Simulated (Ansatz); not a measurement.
Ansatz (a first-principles code) input (RI-MP2/def2-QZVPP):
A basis named .json is the Basis Set Exchange file of that set.

Ansatz 0.2 input:
```yaml
crystal:
  periodic: [false, false, false]
  atoms:
    - {symbol: W, position_ang: [-0.00000000, -0.00000000, -0.78549524]}
    - {symbol: Br, position_ang: [0.00000000, 0.00000000, 1.66076136]}
basis:
  gaussian:
    orbitals: def2-QZVPP.json
    fitting: {mean_field: def2-universal-jkfit, correlation: def2-QZVPP-RIFIT.json}
magnetization: {spin_polarized: true, initial_magnetization: 5}
correlation: {method: mp2, electrons: outside_noble_gas}
```

Output:

```
Functional definition: HF
integrals: 0.14 GiB planned
493 factors; integrals over basis functions are off by at most 1.3e0 eV
550 factors; integrals over basis functions are off by at most 1.3e1 eV
mean field: 0.54 GiB planned
mean field evaluation 1: about -71806.2087 eV, gradient 1.1e1 eV
mean field evaluation 2: about -71807.6201 eV, gradient 4.9e0 eV
mean field evaluation 4: about -71808.0582 eV, gradient 1.1e0 eV
mean field evaluation 8: about -71808.0956 eV, gradient 4.3e-6 eV
mean field evaluation 16: about -71806.8240 eV, gradient 8.9e-1 eV
mean field evaluation 32: about -71808.0893 eV, gradient 6.5e-1 eV
mean field -71808.09564221 eV, -2638.8988415760 hartree, gradient 4.3e-6 eV, S^2 8.769700; 10 other end points of the search recorded, 0 dependent functions left out
18 core orbitals not correlated
reference -71808.09564221 eV, -2638.8988415760 hartree; 9, 4 occupied and 143, 148 virtual orbitals, 550 factors
second order -7.41889562 eV of doubles, -0.00000000 eV of singles
Total energy: -71815.51453784 eV, -2639.1714809614 hartree
```

The spin state was set by rule; other spins were not relaxed.
